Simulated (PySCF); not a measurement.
Predicted spectroscopic data

- shielding tensors at PBE0/pcSseg-1 (GIAO)
- coordinates at the GFN2-xTB level
- code: PySCF
- a single conformation, no solvent model, one averaged value for each set of equivalent atoms, non-relativistic Hamiltonian

Chemical shifts δ = σref − σ; TMS for ¹H (σ = 31.72 ppm), ¹³C (σ = 186.93 ppm), all at this level. Splittings of carbon signals by F and P are missing where no couplings were computed. Where no couplings were computed, multiplicities follow the n + 1 count of equivalent neighbours, and m marks all less simple cases (inequivalent or close neighbours, rings, F or P nearby). Shifts are as computed. Against solution values, carbons near 30 ppm lie about +3 ppm off and those near 130 ppm about +5 ppm; carbons on Cl a further +6 ppm. Of 1211 compounds with measured shifts, 218 miss one by over three times the rms of a fit or turn the order of signals round; such compounds aren't used in these exercises. Carbons bonded to Cl come out too deshielded.

Compound 1 (C$_{9}$H$_{13}$F). ¹H NMR (500 MHz, computed): δ 5.04 (m, 1H), 5.03 (m, 1H), 4.69 (m, 1H), 4.49 (m, 1H), 2.43 (m, 1H), 2.31 (m, 1H), 2.27 (m, 1H), 2.01 (m, 1H), 2.00 (m, 1H), 1.92 (m, 1H), 1.79 (m, 1H), 1.70 (m, 1H), 1.29 (m, 1H). ¹³C{¹H} NMR (computed): δ 182.0 (C), 156.8 (C), 114.5 (CH2), 93.8 (CH2), 49.7 (CH), 42.9 (CH2), 38.9 (CH2), 33.9 (CH2), 31.7 (CH2). Structure: `C=C1CCC[C@@H](C(=C)F)C1`.

Compound 2 (C$_{8}$H$_{11}$N). ¹H NMR (500 MHz, computed): δ 5.51 (t, 1H), 3.01 (m, 1H), 2.93 (m, 1H), 2.80 (d, 2H), 2.39 (m, 1H), 2.38 (m, 1H), 2.31 (m, 1H), 1.21 (d, 3H). ¹³C{¹H} NMR (computed): δ 151.6, 121.7, 121.0, 38.3, 35.8, 25.2, 24.5, 17.6. Structure: `C1C(C)CC1=CCC#N`.

Compound 3 (C$_{6}$H$_{5}$ClNOP). ¹H NMR (500 MHz, computed): δ 9.80 (m, 1H), 7.80 (m, 1H), 2.76 (s, 3H). ¹³C{¹H} NMR (computed): δ 205.7 (C), 198.0 (C), 180.7 (CH), 161.3 (C), 133.0 (CH), 26.6 (CH3). Structure: `CC(=O)c1nc(Cl)ccp1`.
